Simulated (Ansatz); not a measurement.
Harmonic frequencies (cm⁻¹) at PBE0-D4/def2-TZVP from Ansatz: 220, 276, 458, 531, 541, 574, 634, 807, 853, 913, 1018, 1632, 2169, 2174, 3225.

Problem. Which molecule is it?
A. `Cl[C]1=[CH][GeH2]1`
B. `[ZnH][O][GeH3]`
C. `OC(O)Cl`
D. `C#[C][GeH2][Cl]`

Solution. A.
